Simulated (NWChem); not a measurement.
Species: CH$_{6}$N cation; SMILES C[NH3+]

```xyz
8

C      0.0000     0.0000     0.8044
N      0.0000     0.0000    -0.7127
H      0.7322     0.7322     1.1446
H      0.2680    -1.0002     1.1446
H     -1.0002     0.2680     1.1446
H     -0.2475     0.9238    -1.0905
H     -0.6763    -0.6763    -1.0905
H      0.9238    -0.2475    -1.0905
```
Atoms are numbered in this order, from 1.

Program: NWChem. Pople sets run with spherical d functions. Geometry: optimised at B3LYP/6-31G* (spherical d).

### Question
Taking PBE/6-311++G** as the yardstick, which of these has the fewest basis functions while keeping “highest occupied level (eV)” within 0.05 eV of it: PBE/3-21G; PBE/6-31+G*; PBE/6-31G*; PBE/STO-3G; PBE/6-311G**?

### Answer
PBE/3-21G.
```
level           basis functions  highest occupied level (eV)
--------------  ---------------  ---------------------------
PBE/STO-3G                   16                       -15.56
PBE/3-21G                    30                       -15.78
PBE/6-31G*                   40                       -15.76
PBE/6-31+G*                  48                       -15.80
PBE/6-311G**                 72                       -15.79
PBE/6-311++G**               86                       -15.79
```

The yardstick is one finite set, not the basis-set limit.
